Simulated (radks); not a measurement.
Numerical settings for the cobalt ion Co2+, [Ar] 3d7. All-electron calculation, Dirac Kohn-Sham, BLYP, spin-unpolarised, spherical densities, finite nucleus; open shells fill j = l - 1/2 first; Fermi nuclear charge, rms radius 3.7875 fm. Program: a radial shooting solver on a logarithmic mesh with Libxc functionals. The defaults (mesh step 0.008 in ln r, mesh end at 40 bohr or more with all orbitals vanishing there, Anderson mixing 0.5 over 9 steps, residual threshold near 1e-9 with the energy settled to 1e-9 hartree or 1e-11 of itself, here a cap of 70 iterations) give E = -1392.5638 hartree and 3d5/2 at -26.981 eV in 18 iterations. Run on one thread of a shared host, so times are rough (Arm Neoverse N1): 0.13 s of CPU time, 0.13 s wall, 18 iterations on 2189 mesh points. Changes against that run (0 stands for a change within the tolerance of the run):

setting                     iterations  converged  E (mhartree)  e(3d5/2) (meV)  CPU (s)
mesh step in ln r 0.08               4         no      diverged               -     0.02
mesh step in ln r 0.03              15        yes      +0.00027               0     0.05
mesh step in ln r 0.02              16        yes             0               0     0.06
mesh end (bohr) 12                  18        yes             0               0     0.12
mesh end (bohr) 8                   18        yes      +0.00109          +0.128     0.12
residual threshold 1e-16            70         no             0               0     0.29
residual threshold 1e-05            13        yes             0           -0.04      0.1
mixing 0.01                         53        yes             0               0      0.3
linear mixing, mixing 0.05          70         no       +0.0763            -487      0.4
linear mixing, mixing 1             12         no      diverged               -      0.2
mixing history 2                    32        yes             0               0     0.19
iteration cap 5                      5         no          +3.9            +919     0.04

No run marked as converged misses the energy by more than 1 mhartree. A mesh that ends early acts as a hard wall.
